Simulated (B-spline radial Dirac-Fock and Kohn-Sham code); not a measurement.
X-ray form factors of indium in several charge states

Model: Dirac-Fock orbitals of the configuration average with a finite nucleus. Program: a radial B-spline solver.

Configurations: In⁴⁶⁺ [He] 2s1; In⁴⁷⁺ 1s2; In⁴⁸⁺ 1s1. The first column is f₀ of In⁴⁶⁺, the others are differences from it.

```
s (Å⁻¹)  In⁴⁶⁺  Δ In⁴⁷⁺  Δ In⁴⁸⁺
      0  3.000   -1.000   -2.000
    0.1  2.999   -0.999   -1.999
    0.2  2.994   -0.995   -1.995
    0.3  2.987   -0.989   -1.988
    0.4  2.978   -0.980   -1.979
    0.5  2.965   -0.969   -1.967
    0.7  2.932   -0.941   -1.937
    0.9  2.890   -0.904   -1.897
    1.1  2.839   -0.860   -1.850
    1.4  2.750   -0.783   -1.766
```

Values without a named source are computed, but for edge energies of neutral atoms, which are taken from tables.
